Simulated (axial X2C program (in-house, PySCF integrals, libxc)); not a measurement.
# Bond lengths and stretching modes, held linear, of HfNC⁺

Calculated with an axial X2C code built on PySCF integrals: two-component X2C with atomic mean-field Coulomb and Gaunt terms, Gaussian nuclei, basis Hf dyall-v3z, N dyall-av3z, C dyall-v3z with contracted cores. Spin-free rows use the one-electron spin-free X2C Hamiltonian.

Masses Hf 179.947, N 14.003, C 12.000 u. States: 2c Ω = 1 (beyond evenly filled blocks: ω = -1/2, ω = 3/2); spin-free M_S = 1, Λ = 2 (beyond evenly filled blocks: σα, δ+α).

r2SCAN, 2c: energies above the lowest point

```tsv
r(Hf–N) (Å)	r(N–C) (Å)	E (meV)
1.9012	1.1661	88.82
1.9012	1.1960	32.68
1.9012	1.2259	59.53
1.9500	1.1661	52.01
1.9500	1.1960	0.00
1.9500	1.2259	30.89
1.9500	1.2558	129.68
1.9987	1.1661	76.40
1.9987	1.1960	28.14
1.9987	1.2259	62.67
2.0475	1.1960	105.00
2.0475	1.2558	248.42
```

Task: Fit a quadratic surface with cubic terms in each bond: where is the minimum, and what are the two stretching wavenumbers?

Result: At r2SCAN, 2c: bonds 1.950 and 1.199 Å; harmonic stretches 542.0 and 1991.9 cm⁻¹; force constants 4.09, 14.6 and coupling 0.40 mdyn/Å.

The other levels and Hamiltonians give:

```json
{"Hamiltonian": "2c", "level": "PBE0", "r(Hf–N) (Å)": "1.950", "r(N–C) (Å)": "1.195", "lower stretch (cm⁻¹)": "545.9", "upper stretch (cm⁻¹)": "2023.2"}
{"Hamiltonian": "2c", "level": "HF", "r(Hf–N) (Å)": "1.985", "r(N–C) (Å)": "1.173", "lower stretch (cm⁻¹)": "540.7", "upper stretch (cm⁻¹)": "2159.5"}
{"Hamiltonian": "2c", "level": "MP2", "r(Hf–N) (Å)": "1.970", "r(N–C) (Å)": "1.205", "lower stretch (cm⁻¹)": "536.2", "upper stretch (cm⁻¹)": "1971.1"}
{"Hamiltonian": "spin-free", "level": "PBE0", "r(Hf–N) (Å)": "1.951", "r(N–C) (Å)": "1.195", "lower stretch (cm⁻¹)": "547.8", "upper stretch (cm⁻¹)": "2022.7"}
{"Hamiltonian": "spin-free", "level": "HF", "r(Hf–N) (Å)": "1.986", "r(N–C) (Å)": "1.173", "lower stretch (cm⁻¹)": "542.8", "upper stretch (cm⁻¹)": "2158.5"}
{"Hamiltonian": "spin-free", "level": "r2SCAN", "r(Hf–N) (Å)": "1.951", "r(N–C) (Å)": "1.199", "lower stretch (cm⁻¹)": "543.7", "upper stretch (cm⁻¹)": "1991.7"}
{"Hamiltonian": "spin-free", "level": "MP2", "r(Hf–N) (Å)": "1.970", "r(N–C) (Å)": "1.205", "lower stretch (cm⁻¹)": "538.6", "upper stretch (cm⁻¹)": "1969.9"}
```

Each state is one determinant, the lowest of a limited PBE0 search; the stretches come from a fit to these few points and carry an uncertainty of a few per cent. Other orders of the atoms were not compared. MP2 freezes inner shells (threshold -2 hartree). The molecule was held linear; bending was not examined, so a bent shape may lie lower. Open-shell Ω = 0 determinants with evenly filled partner blocks cannot be reached by this program, so the Ω shown need not be the lowest component. Note: functional without a current term on a determinant with orbital currents, of the molecule or an atom. Note: several unpaired electrons, one determinant need not be a pure state.
